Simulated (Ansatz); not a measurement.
Consider the ligand exchange at the Si–O bond: `[SiH3][O][Sn][O][SiH3]` + `[OH][Ga]([Cl])[Cl]` → `[SiH3][O][Ga]([Cl])[Cl]` + `[OH][Sn][O][SiH3]`.

Calculated with Ansatz (gas phase, PBE0-D4/def2-TZVP geometries, no zero-point term in ΔE). CCSD(T)/CBS is the MP2 limit (def2-TZVPP, def2-QZVPP) plus CCSD(T) − MP2 in def2-TZVPP, frozen cores. Functionals use def2-TZVPP. def2 core potentials past Kr. For Ga, Sn outer-core shells are correlated without core-valence functions, which leaves a few kJ/mol of doubt a bond. Scalar relativity is left out up to krypton. One conformer a species, not always the lowest.

```json
{"level": "LDA (SPW92)", "ΔE (eV)": "0.06"}
{"level": "r2SCANh", "ΔE (eV)": "0.05"}
```

**Question.** What does CCSD(T)/CBS give? (An estimate is asked.)

**Answer.** Ansatz gave: +0.07 eV. The listed levels differ from it by -0.01, -0.02 eV.

Largest T1 diagnostic among the species: 0.016.

Leaving LDA and LC-ωPBE aside and taking each functional with its dispersion term where it has one, the values, not all of them listed here, spread over 0.04 eV, from B2PLYP to BLYP-D4. The D4 term adds +0.04 eV with B3LYP and +0.02 eV with PBE0; it sums over pairs of atoms, weighted by their polarisabilities, and B3LYP, whose exchange is more repulsive, gets the larger term.

B3LYP here is the variant with VWN-RPA as its local correlation; programs differ in this.
